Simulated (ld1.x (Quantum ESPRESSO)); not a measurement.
# chromium (Cr) RRKJ: all-electron and pseudo phase curves

```json
{"Element": "Cr (Z = 24)", "Generator": "ld1.x (Quantum ESPRESSO) 7.5", "Type": "norm-conserving RRKJ (Kleinman–Bylander form)", "Functional": "LDA (PZ)", "Relativity": "scalar-relativistic", "Frozen core": "[Ne]", "Valence charge": "14", "Reference configuration": "3s2 3p6 3d6 4s0 4p0", "Partial waves": "3p (bound): rc 1.05 bohr; 3d (bound): rc 1.05 bohr; 3s (bound): rc 1.40 bohr", "Local potential": "the s channel", "Core correction": "a·sin(br)/r model core, default radius (core density twice the valence density)"}
```

The phase is arctan(r·u′/u) with u = r·R(r), unwrapped; energies in Ry, scanned from -7 to 5 Ry. A pole is an energy at which the radial function vanishes at the test radius. The pseudo phase is shifted by a multiple of π to meet the all-electron one at the reference energy, and phase errors are pseudo minus all-electron; the curves can meet again beyond the range given. Levels narrower than the energy grid can be missing from the lists of poles.

```tsv
channel	radius (bohr)	reference energy (Ry)	poles, all-electron	poles, pseudo	unbroken range about the reference energy with phases within 0.05 rad	phase error 1 Ry above the reference energy (rad)
s	1.55	-5.24	-4.37	-4.39	below -0.6	-0.005
p	1.55	-3.17	-2.05	-2.07	below 1.9	-0.004
d	1.55	-0.11	1.54	1.47	below 3.9	-0.008
```

Phases in the p channel:

```csv
E (Ry),all-electron,pseudo
-7.00,1.252,1.248
-6.48,1.222,1.218
-5.96,1.181,1.175
-5.44,1.118,1.111
-4.92,1.009,0.999
-4.40,0.771,0.758
-3.88,0.086,0.070
-3.36,-0.947,-0.948
-2.84,-1.357,-1.358
-2.32,-1.520,-1.523
-1.80,-1.607,-1.613
-1.28,-1.665,-1.674
-0.76,-1.710,-1.721
-0.24,-1.748,-1.762
0.28,-1.783,-1.802
0.80,-1.818,-1.844
1.32,-1.855,-1.890
1.84,-1.897,-1.945
2.36,-1.946,-2.015
2.88,-2.007,-2.107
3.40,-2.086,-2.238
3.92,-2.193,-2.436
4.44,-2.347,-2.740
4.96,-2.575,-3.164
```
